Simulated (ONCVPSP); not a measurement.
# rhodium (Rh), ONCV: configuration errors across variants

ONCVPSP 4.0.1 input, shortened (lines: element, Z, core and valence counts, functional; n l f; lmax; l rc ep ncon nbas qcut; lloc lpopt rc5 dvloc0; l nproj debl; icmod fcfact rcfact), LDA (Perdew-Wang 92), scalar-relativistic:

```
  Rh 45.00    6    3  -001012      upf
    1    0    2.00
    2    0    2.00
    2    1    6.00
    3    0    2.00
    3    1    6.00
    3    2   10.00
    4    0    2.00
    4    1    6.00
    4    2    8.00
    2
    0    1.60    0.00    5    8    9.10
    1    1.40    0.00    4    8    9.20
    2    1.35    0.00    4    8    6.10
    4    4    0.85    0.00
    0    2    1.40
    1    2    2.10
    2    1    1.30
    2    0.70    0.85
```

In the s channel the program set the typed energies aside and used -3.319, 0.250 Ha. In the p channel the program set the typed energies aside and used -2.143, 0.250 Ha.

All-electron excitation energies from the reference (eV): (1) 4s2 4p6 4d8 5s1 -7.784; (2) 4s2 4p6 4d7 19.768; (3) 4s2 4p6 4d6 52.506; (4) 4s2 4p6 4d7 5s1 3.559.

Errors AE − PS in meV (a dash: test not solved or not reliable):

| change | (1) | (2) | (3) | (4) | bound ghosts | GHOST(+) flags above zero |
| --- | --- | --- | --- | --- | --- | --- |
| base | +1.4 | +0.1 | +5.3 | +2.0 | none | s |
| p: qcut 7.2 | +1.4 | +0.1 | +5.7 | +2.0 | none | s |
| p: qcut 10.7 | +1.4 | +0.1 | +5.1 | +2.1 | none | s |
| p: qcut 12.3 | +1.4 | +0.1 | +5.0 | +2.1 | none | s |
| p: qcut 13.5 | +1.4 | +0.1 | +4.8 | +2.2 | none | s |

Question: Give the same row for: p: qcut 6.1.

Answer: +1.4, +0.1, +5.7, +2.0; bound ghosts: none; GHOST(+) flags above zero: s.
